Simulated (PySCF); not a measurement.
Some computed properties have been withheld. Give your best values.

Compound: 1-fluorohexane, C₆H₁₃F.
SMILES with atom numbers: `[CH3:1][CH2:2][CH2:3][CH2:4][CH2:5][CH2:6][F:7]` (hydrogens: H8, H9, H10 on C1; H11, H12 on C2; H13, H14 on C3; H15, H16 on C4; H17, H18 on C5; H19, H20 on C6)

Cartesian coordinates in Å at the GFN2-xTB level; atoms count from 1:
```xyz
20
C6H13F angstrom
C      3.1882    0.1612   -0.1103
C      1.7997    0.5651    0.3695
C      0.7021   -0.2137   -0.3516
C     -0.6906    0.1840    0.1291
C     -1.7873   -0.5925   -0.5977
C     -3.1759   -0.1980   -0.1174
F     -3.4320    1.1225   -0.4038
H      3.2935    0.3519   -1.1762
H      3.9546    0.7247    0.4164
H      3.3596   -0.8988    0.0655
H      1.7208    0.3883    1.4449
H      1.6529    1.6339    0.1989
H      0.7800   -0.0341   -1.4266
H      0.8500   -1.2837   -0.1846
H     -0.8432    1.2521   -0.0383
H     -0.7691    0.0014    1.2039
H     -1.7170   -0.4054   -1.6712
H     -1.6651   -1.6640   -0.4284
H     -3.9562   -0.7801   -0.6190
H     -3.2703   -0.3041    0.9685
```

```tsv
property	level	value
point group of the GFN2-xTB geometry	GFN2-xTB	C1
rotational constants A, B, C of the GFN2-xTB geometry	GFN2-xTB	?
dipole moment	PBE0/pcSseg-1	1.75 D
HOMO energy	PBE0/pcSseg-1	?
LUMO energy	PBE0/pcSseg-1	1.51 eV
13C chemical shifts (computed TMS as zero) by class	GIAO PBE0/pcSseg-1	?
1H chemical shifts (computed TMS as zero) by class	GIAO PBE0/pcSseg-1	?
isotropic shieldings of nuclei other than C and H, by class	GIAO PBE0/pcSseg-1	?
```

The electronic properties come from PySCF, for the isolated species, density fitting. One conformer (not necessarily the lowest) at the GFN2-xTB geometry, without solvent or vibrations. NMR classes are plain means over equivalent atoms (diastereotopic ones count apart unless rotation or inversion swaps them), as if these changed places fast; in this geometry the members of some classes differ.

Q: What is the HOMO energy?

A: -8.68 eV.

Q: Give the 1H chemical shifts (computed TMS as zero) by class.

A: 4.78 (H19/H20), 1.53 (H17/H18), 1.50 (H15/H16), 1.38 (H11/H12), 1.20 (H13/H14), 1.07 (H8/H9/H10) ppm.

Q: The isotropic shieldings of nuclei other than C and H, by class?

A: 422 (F7) ppm.

Q: The 13C chemical shifts (computed TMS as zero) by class?

A: 87.2 (C6), 38.3 (C3), 37.0 (C5), 32.4 (C4), 28.8 (C2), 17.4 (C1) ppm.

Q: What are the rotational constants A, B, C of the GFN2-xTB geometry?

A: 8.617, 0.819, 0.786 GHz.

With B = h/(8π²I), that is 505.379 GHz u Å² over I, the principal moments of inertia are 58.7, 617.0 and 643.2 u Å² (most abundant isotopes). A dipole of 1.75 D is allowed in C1, and pure rotational transitions are dipole-allowed. The rotational constants make it an asymmetric top with κ = (2B − A − C)/(A − C) = -0.99, nearer the prolate limit (−1).
